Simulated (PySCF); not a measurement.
**Polarisability and C₆ of Mn⁺ (manganese, charge +1)**

[Ar] 3d5 4s1, high-spin 7S determinant. Computed with PySCF 2.14 in ANO-RCC-VTZP, with scalar relativity by spin-free X2C-1e. Coupled (time-dependent) response in atomic units; α is the mean over directions. The basis has no added diffuse functions, which lowers α and C₆.

| method | mean α (bohr³) | C₆ (like pair) | S(−4) |
| --- | --- | --- | --- |
| UHF | 38.19 | 207.1 | 1348 |
| PBE | 26.88 | 135.1 | 585.0 |
| PBE0 | 29.09 | 148.0 | 715.2 |
| PBEsol | 26.97 | 135.6 | 590.4 |

S(−4) is the Cauchy moment in α(ω) = α(0) + S(−4) ω² + …

α(iu) at PBEsol:

| u (hartree) | α(iu) (bohr³) |
| --- | --- |
| 0 | 26.97 |
| 0.0500 | 25.58 |
| 0.100 | 22.26 |
| 0.200 | 15.14 |
| 0.300 | 10.42 |
| 0.500 | 5.953 |
| 0.750 | 3.832 |
| 1.00 | 2.860 |
| 1.50 | 1.905 |
| 2.00 | 1.390 |
| 3.00 | 0.8290 |
| 5.00 | 0.3821 |

A single London oscillator, α(iu) = α/(1 + u²/ω²), gives C₆ = (3/4) ω α². Matching the computed C₆ needs ω = 4 × 135.6 / (3 × 26.97²) = 0.249 hartree.

For an ion, C₆ is the dispersion term alone; charge-induced terms of lower order in 1/R come first.
